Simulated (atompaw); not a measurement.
# What the settings do to the PAW (atompaw) potential of nickel (Ni)

Base potential:

nickel (Ni), PAW, made with atompaw 4.2.0.5 (PBE, scalar-relativistic). Core [Ar], reference 3d8 4s2 4p0. Waves: 4s (bound): rc 3.00 bohr; 4s channel at 4.45 Ry: rc 1.70 bohr; 4p (bound, empty): rc 3.00 bohr; 4p channel at 0.6 Ry: rc 3.00 bohr; 3d (bound): rc 1.10 bohr; 3d channel at 1.4 Ry: rc 1.10 bohr. Local part: bessel scheme, radius 2.45 bohr. Core correction: smooth core density matched at 2.10 bohr. Augmentation charge: sinc compensation charge, radius 2.85 bohr; PAW radius 3.00 bohr; waves and projectors: custom polynom gramschmidtortho.

All-electron outer shells of the reference configuration (PBE, scalar-relativistic, ld1.x):

| shell | level (eV) | outermost node (bohr) | outermost maximum (bohr) |
| --- | --- | --- | --- |
| 3s | -111.06 | 0.30 | 0.64 |
| 3p | -71.39 | 0.27 | 0.65 |
| 3d | -8.87 | – | 0.63 |
| 4s | -5.64 | 0.92 | 2.24 |
| 4p | -1.22 | 1.00 | 3.17 |

Cutoffs, loose and tight: the cutoffs (Ry, on a coarse ladder) from which the occupation-weighted sum of valence levels, in a spherical-Bessel basis at the reference potential, stays within 10 and 1 mRy of its value at 400 Ry. They see the waves, projectors and local potential, not the compensation charge or the core. A dash means not determined.

| change | outcome | cutoff, loose | cutoff, tight | bound ghosts |
| --- | --- | --- | --- | --- |
| base | generated | 140 Ry | 200 Ry | none |
| all radii scaled by about 0.90 (s 2.70, p 2.70, d 1.00 bohr); local potential bessel scheme, radius 2.20 bohr; augmentation sinc compensation charge, radius 2.56 bohr; PAW radius 2.70 bohr; waves and projectors: custom polynom gramschmidtortho; core correction smooth core density matched at 1.90 bohr | generated | 160 Ry | 260 Ry | none |
| all radii scaled by about 0.97 (s 2.90, p 2.90, d 1.06 bohr); local potential bessel scheme, radius 2.38 bohr; augmentation sinc compensation charge, radius 2.76 bohr; PAW radius 2.90 bohr; waves and projectors: custom polynom gramschmidtortho; core correction smooth core density matched at 2.04 bohr | generated | 140 Ry | 230 Ry | none |
| all radii scaled by about 1.05 (s 3.16, p 3.16, d 1.16 bohr); local potential bessel scheme, radius 2.58 bohr; augmentation sinc compensation charge, radius 3.00 bohr; PAW radius 3.16 bohr; waves and projectors: custom polynom gramschmidtortho; core correction smooth core density matched at 2.20 bohr | generated | 110 Ry | 180 Ry | none |
| all radii scaled by about 1.13 (s 3.40, p 3.40, d 1.24 bohr); local potential bessel scheme, radius 2.78 bohr; augmentation sinc compensation charge, radius 3.24 bohr; PAW radius 3.40 bohr; waves and projectors: custom polynom gramschmidtortho; core correction smooth core density matched at 2.38 bohr | generated | 100 Ry | 160 Ry | none |
| all radii scaled by about 1.21 (s 3.62, p 3.62, d 1.32 bohr); local potential bessel scheme, radius 2.96 bohr; augmentation sinc compensation charge, radius 3.44 bohr; PAW radius 3.62 bohr; waves and projectors: custom polynom gramschmidtortho; core correction smooth core density matched at 2.54 bohr | generated | 90 Ry | 140 Ry | none |
| all radii scaled by about 1.27 (s 3.80, p 3.80, d 1.40 bohr); local potential bessel scheme, radius 3.10 bohr; augmentation sinc compensation charge, radius 3.60 bohr; PAW radius 3.80 bohr; waves and projectors: custom polynom gramschmidtortho; core correction smooth core density matched at 2.66 bohr | generated | 80 Ry | 120 Ry | none |

Task: What comes out with this change to the base: all radii scaled by about 0.76 (s 2.28, p 2.28, d 0.84 bohr); local potential bessel scheme, radius 1.86 bohr; augmentation sinc compensation charge, radius 2.16 bohr; PAW radius 2.28 bohr; waves and projectors: custom polynom gramschmidtortho; core correction smooth core density matched at 1.60 bohr?

Result: outcome: generated; cutoff, loose: 200 Ry; cutoff, tight: over 300 Ry; bound ghosts: none.

Task: What comes out with this change to the base: all radii scaled by about 0.83 (s 2.48, p 2.48, d 0.90 bohr); local potential bessel scheme, radius 2.02 bohr; augmentation sinc compensation charge, radius 2.34 bohr; PAW radius 2.48 bohr; waves and projectors: custom polynom gramschmidtortho; core correction smooth core density matched at 1.74 bohr?

Result: outcome: generated; cutoff, loose: 180 Ry; cutoff, tight: 300 Ry; bound ghosts: none.

Reading the sweep of the scale of all radii (base = 1) (base included, trends over the rows without a ghost): The loose cutoff falls from 200 Ry at 0.76 to 80 Ry at 1.27. A larger radius leaves more room for a smooth pseudo-wave, so fewer plane waves are needed; a smaller one forces it to follow the all-electron wave where it bends sharply.
